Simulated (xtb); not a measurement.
C3H9B, triplet, from a rough starting geometry (a higher spin typed on purpose: for a closed-shell molecule this is an excited state); xtb with GFN2-xTB.

Input for xtb:
```
$ xtb mol.xyz --gfn 2 --uhf 2 --opt vtight --json

# file mol.xyz
13

B     -0.05399662     0.01697902     0.02229284
C      1.52645633    -0.16965800    -0.35447498
H      1.89137147    -1.14274608    -0.15090992
H      2.12350043     0.50409181     0.25449962
H      1.77394593     0.09494283    -1.47061965
C     -0.58013375    -0.62126651     1.36280403
H     -1.21811267    -1.52246227     1.06682148
H     -1.17166676     0.00472329     1.88264729
H      0.19066392    -1.01801455     2.02683866
C     -0.93816339     0.83283256    -0.92182350
H     -1.90939548     0.95636928    -0.51159190
H     -1.08798891     0.27459510    -1.80955119
H     -0.52041093     1.77959627    -1.27419763
```

### Question
What does xtb print? Leave out banner, timings and long lists.

### Answer

```
   ID    Z sym.   atoms
    1    5 B      1
    2    6 C      2, 6, 10
    3    1 H      3-5, 7-9, 11-13

           -------------------------------------------------
          |                Calculation Setup                |
           -------------------------------------------------

           -------------------------------------------------
          |                 G F N 2 - x T B                 |
           -------------------------------------------------

          ...................................................
          :                      SETUP                      :
          :.................................................:
          :  # basis functions                  25          :
          :  # atomic orbitals                  25          :
          :  # shells                           17          :
          :  # electrons                        24          :
          :  max. iterations                   250          :
          :  Hamiltonian                  GFN2-xTB          :
          :  restarted?                      false          :
          :  GBSA solvation                  false          :
          :  PC potential                    false          :
          :  electronic temp.          300.0000000     K    :
          :  accuracy                    1.0000000          :
          :  -> integral cutoff          0.2500000E+02      :
          :  -> integral neglect         0.1000000E-07      :
          :  -> SCF convergence          0.1000000E-05 Eh   :
          :  -> wf. convergence          0.1000000E-03 e    :
          :  Broyden damping             0.4000000          :
          :  net charge                          0          :
          :  unpaired electrons                  2          :
          ...................................................

 iter      E             dE          RMSdq      gap      omega  full diag
   1    -12.1239060 -0.121239E+02  0.554E+00    5.47       0.0  T
   2    -12.1732104 -0.493044E-01  0.373E+00    7.02       1.0  T
   3    -12.1612545  0.119559E-01  0.297E+00    7.61       1.0  T
   4    -12.2152202 -0.539657E-01  0.972E-01    6.98       1.0  T
   5    -12.2166527 -0.143251E-02  0.478E-01    6.59       1.0  T
   6    -12.2063859  0.102668E-01  0.112E+00    6.68       1.0  T
   7    -12.2176155 -0.112295E-01  0.492E-01    6.76       1.0  T
   8    -12.2193198 -0.170434E-02  0.107E-01    6.64       1.0  T
   9    -12.2194051 -0.852698E-04  0.235E-02    6.65       1.2  T
  10    -12.2194046  0.475943E-06  0.253E-02    6.66       1.1  T
  11    -12.2194091 -0.450102E-05  0.511E-03    6.66       5.4  T
  12    -12.2194091 -0.461542E-07  0.444E-03    6.66       6.2  T
  13    -12.2194093 -0.152465E-06  0.533E-04    6.66      52.0  T
  14    -12.2194093 -0.224974E-08  0.625E-05    6.66     443.9  T

   *** convergence criteria satisfied after 14 iterations ***

 transition dipole moment (au) for excitation:          12          13
     X       Y       Z
   0.0018  -0.0593  -0.0028  total (au/Debye):    0.059   0.151
 dE (eV)             :    5.897
 oscillator strength :  0.72047E-03

         :::::::::::::::::::::::::::::::::::::::::::::::::::::
         ::                     SUMMARY                     ::
         :::::::::::::::::::::::::::::::::::::::::::::::::::::
         :: total energy             -12.015654531120 Eh    ::
         :: gradient norm              0.135341003347 Eh/a0 ::
         :: HOMO-LUMO gap              6.658762595285 eV    ::
         ::.................................................::
         :: SCC energy               -12.219398782614 Eh    ::
         :: -> isotropic ES            0.028197519865 Eh    ::
         :: -> anisotropic ES          0.005047061627 Eh    ::
         :: -> anisotropic XC          0.007471159818 Eh    ::
         :: -> dispersion             -0.005285188275 Eh    ::
         :: repulsion energy           0.203744251494 Eh    ::
[...]
 * total energy  :   -12.0528348 Eh     change       -0.1941921E-04 Eh
 * total energy  :   -12.0528393 Eh     change       -0.4448074E-05 Eh
 * total energy  :   -12.0528525 Eh     change       -0.1326786E-04 Eh
 * total energy  :   -12.0528654 Eh     change       -0.1287945E-04 Eh
 * total energy  :   -12.0528737 Eh     change       -0.8276064E-05 Eh
 * total energy  :   -12.0528766 Eh     change       -0.2872282E-05 Eh
 * total energy  :   -12.0528782 Eh     change       -0.1591572E-05 Eh
 * total energy  :   -12.0528792 Eh     change       -0.1083040E-05 Eh
 * total energy  :   -12.0528800 Eh     change       -0.7441714E-06 Eh
 * total energy  :   -12.0528805 Eh     change       -0.4911905E-06 Eh
 * total energy  :   -12.0528807 Eh     change       -0.2152721E-06 Eh
 * total energy  :   -12.0528808 Eh     change       -0.8109984E-07 Eh
   *** GEOMETRY OPTIMIZATION CONVERGED AFTER 40 ITERATIONS ***
         :: total energy             -12.052880781538 Eh    ::
[...]
        16                          0.1841805               5.0118
        17                          0.1962223               5.3395
        18                          0.2031869               5.5290
        19                          0.2131894               5.8012
        20                          0.2277194               6.1966
        21                          0.2397848               6.5249
        22                          0.2544367               6.9236
        23                          0.2760518               7.5118
        24                          0.2850317               7.7561
        25                          0.3333579               9.0711
      -------------------------------------------------------------
                  HL-Gap            0.2846474 Eh            7.7456 eV
             Fermi-level           -0.2288449 Eh           -6.2272 eV

     #   Z          covCN         q      C6AA      α(0)
     1   5 B        2.650     0.112    19.956     7.529
     2   6 C        3.657    -0.125    23.215     6.916
     3   1 H        0.925     0.038     2.474     2.459
     4   1 H        0.925     0.062     2.179     2.308
     5   1 H        0.925     0.039     2.468     2.457
     6   6 C        3.669    -0.177    24.245     7.059
     7   1 H        0.924     0.003     3.002     2.709
     8   1 H        0.924     0.017     2.787     2.611
     9   1 H        0.924     0.017     2.782     2.608
    10   6 C        3.657    -0.124    23.211     6.915
    11   1 H        0.925     0.062     2.177     2.308
    12   1 H        0.925     0.038     2.472     2.459
    13   1 H        0.925     0.039     2.467     2.456

 Mol. C6AA /au·bohr⁶  :       1106.871372
 Mol. C8AA /au·bohr⁸  :      24305.208508
 Mol. α(0) /au        :         50.793712

Wiberg/Mayer (AO) data.
largest (>0.10) Wiberg bond orders for each atom

 ---------------------------------------------------------------------------
     #   Z sym  total        # sym  WBO       # sym  WBO       # sym  WBO
 ---------------------------------------------------------------------------
     1   5 B    2.577 --     6 C    1.019     2 C    0.707    10 C    0.706
     2   6 C    3.872 --     5 H    0.989     3 H    0.979     4 H    0.956
                             1 B    0.707    10 C    0.199
     3   1 H    0.998 --     2 C    0.979
     4   1 H    0.995 --     2 C    0.956
     5   1 H    0.999 --     2 C    0.989
     6   6 C    3.951 --     1 B    1.019     7 H    0.968     8 H    0.964
                             9 H    0.964
     7   1 H    0.999 --     6 C    0.968
     8   1 H    0.999 --     6 C    0.964
     9   1 H    0.999 --     6 C    0.964
    10   6 C    3.871 --    13 H    0.989    12 H    0.979    11 H    0.956
                             1 B    0.706     2 C    0.199
    11   1 H    0.995 --    10 C    0.956
    12   1 H    0.998 --    10 C    0.979
    13   1 H    0.998 --    10 C    0.989
 ---------------------------------------------------------------------------

Topologies differ in total number of bonds
Writing topology from bond orders to xtbtopo.mol

molecular dipole:
                 x           y           z       tot (Debye)
 q only:        0.173       0.265      -0.326
   full:        0.102      -0.098      -0.555       1.457
molecular quadrupole (traceless):
                xx          xy          yy          xz          yz          zz
 q only:        1.061      -0.675      -0.073       0.785       0.489      -0.988
  q+dip:        1.419      -0.646      -0.665       0.309      -0.839      -0.754
   full:        2.002      -1.052      -1.007       0.570      -0.822      -0.995

optimized geometry written to: xtbopt.xyz

           -------------------------------------------------
          | TOTAL ENERGY              -12.052880781538 Eh   |
          | GRADIENT NORM               0.000059374417 Eh/α |
          | HOMO-LUMO GAP               7.745649186316 eV   |
           -------------------------------------------------
```
